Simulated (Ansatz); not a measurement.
Relaxation of GaH₃SZn (6 atoms, charge 0, multiplicity 1), to a largest force component of 0.02 eV/Å in at most 50 steps.

Level of theory: Ansatz 0.2.0, UKS PBE0/def2-SVP.

```xyz
6
Properties=species:S:1:pos:R:3
Zn -1.773 -0.823 -0.630
S 0.162 -1.386 0.436
Ga 1.564 0.245 0.688
H -1.456 0.024 -0.913
H 1.151 1.060 -0.719
H 0.635 -2.285 1.370
```

Problem. Where does it end, and by what steps?

Solution. It converged. After 15 steps the energy has fallen by 9.138 eV; Zn1 moved furthest, 1.23 Å. The start is strongly strained (largest force component 32 eV/Å), so its close contacts needn't be bonds. Parted: Ga3–H5. Joined: Zn1–Ga3, Zn1–H5.

| step | energy less start (eV) | largest force component (eV/Å) | accepted |
| --- | --- | --- | --- |
| 0 | 0.0000 | 31.973 | yes |
| 1 | -5.4461 | 10.039 | yes |
| 2 | -7.0414 | 2.448 | yes |
| 3 | -7.5333 | 0.550 | yes |
| 4 | -7.9063 | 0.724 | yes |
| 5 | -8.1953 | 0.767 | yes |
| 6 | -8.4257 | 0.788 | yes |
| 7 | -8.6803 | 0.577 | yes |
| 8 | -8.9240 | 0.595 | yes |
| 9 | -9.0391 | 0.411 | yes |
| 10 | -9.1070 | 0.575 | yes |
| 11 | -9.1013 | 0.249 | no |
| 12 | -9.1237 | 0.181 | yes |
| 13 | -9.1358 | 0.070 | yes |
| 14 | -9.1372 | 0.034 | yes |
| 15 | -9.1376 | 0.019 | yes |

```xyz
6
Properties=species:S:1:pos:R:3
Zn -0.721 -0.181 -0.631
S 0.594 -1.976 0.270
Ga 1.940 0.202 0.664
H -2.187 -0.115 -1.137
H 0.559 0.942 -0.460
H 0.097 -2.037 1.526
```

Whether the end is a true minimum wasn't checked by a vibrational analysis.

Time of the run: 75 s on 2 threads of Intel(R) Xeon(R) 6975P-C (Granite Rapids), on a shared host, peak memory 0.39 GiB.
